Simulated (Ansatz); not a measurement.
`[SiH3]OB(Cl)Cl` → B• + 2 Cl• + 3 H• + O• + Si•  (atomization)

Calculated with Ansatz (gas phase, PBE0-D4/def2-TZVP geometries, no zero-point term in ΔE). CCSD(T)/CBS is the MP2 limit (def2-TZVPP, def2-QZVPP) plus CCSD(T) − MP2 in def2-TZVPP, frozen cores. This one scheme is used for every species, atoms too. Functionals use def2-TZVPP. B3LYP here is the variant with VWN-RPA as its local correlation; programs differ in this. HSE06 is defined as in plane-wave codes. Open shells (•) are unrestricted, without spin–orbit coupling. Spin–orbit coupling would lower the free atoms: a little for B, Cl, O, Si. One conformer a species, not always the lowest.

`[SiH3]OB(Cl)Cl`:

Cartesian coordinates in Å:
```
Si -0.352 1.048 0.619
O -0.589 -0.365 -0.236
B 0.246 -1.266 -0.752
Cl 1.994 -1.086 -0.592
Cl -0.384 -2.657 -1.606
H 0.363 0.747 1.880
H -1.704 1.579 0.896
H 0.427 1.999 -0.208
```

```
      level  ΔE (eV)  difference from CCSD(T)/CBS
     PBE-D4    30.43                         0.35
  r2SCAN-D4    30.36                         0.28
 r2SCANh-D4    30.15                         0.07
   HSE06-D4    30.02                        -0.06
    ωB97M-V    30.30                         0.22
     B2PLYP    29.71                        -0.37
       BLYP    29.31                        -0.77
     r2SCAN    30.30                         0.22
      B3LYP    29.54                        -0.54
    LC-ωPBE    29.83                        -0.25
CCSD(T)/CBS    30.08                            0
```

Largest T1 diagnostic among the species: 0.014.

From PBE to PBE0 (25 % exact exchange), in def2-TZVPP and without D4, ΔE moves by −0.39 eV: exact exchange takes away binding that semilocal exchange gives to molecules. In def2-TZVPP, CCSD(T) changes the Hartree–Fock value by +6.42 eV (the triples alone add +0.48 eV) and MP2 by +7.34 eV; breaking electron pairs costs correlation energy, which Hartree–Fock lacks. The D4 term adds +0.37 eV with B3LYP and +0.19 eV with PBE0; it sums over pairs of atoms, weighted by their polarisabilities, and B3LYP, whose exchange is more repulsive, gets the larger term.

For atomizations the MP2-based limit and the directly extrapolated one differ by several kJ/mol either way, and by 10 to 25 for some Ge, Se and Sn compounds, so smaller differences from it don't rank the levels.
